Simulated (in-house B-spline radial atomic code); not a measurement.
Ionising Cs16+ with different functionals

Computed with an all-electron radial atomic-structure program (B-spline basis): scalar-relativistic (spin-free X2C) Hamiltonian, Fermi nucleus of rms radius 4.8041 fm, spin-polarised at highest spin, spherical fractional occupations for the functionals, the average over the highest-spin determinants for Hartree-Fock. The ionisation energy is the difference of two self-consistent energies, [Kr] 4d3 → [Kr] 4d2, without Breit or QED terms; ε is the level of the shell that loses the electron (its least bound occupied spin orbital). There is no spin-orbit coupling in this Hamiltonian.

Hybrids are left out here: with spherical fractional occupations of an open shell their exact exchange keeps a self-interaction that integer-occupation calculations don't have.

| method | rung | ΔSCF (eV) | -ε(4d) (eV) |
| --- | --- | --- | --- |
| Hartree-Fock | Hartree-Fock | 412.81 | 413.68 |
| LDA exchange-only | LDA | 411.98 | 396.75 |
| RPBE | GGA | ? | ? |
| SCAN | meta-GGA | ? | ? |

Question: What does SCAN give?

Answer: ΔSCF 414.30 eV, and -ε(4d) = 399.30 eV.

Question: What does RPBE give?

Answer: ΔSCF 414.04 eV, and -ε(4d) = 398.81 eV.

Question: How do they compare with the NIST value?

Answer: NIST lists 413 eV ± 3 (tabulated theory, ground level to ground level). Errors run from -1.02 to +1.30 eV; all lie within about twice that uncertainty, so the table can't rank the methods. Hartree-Fock also lacks correlation.
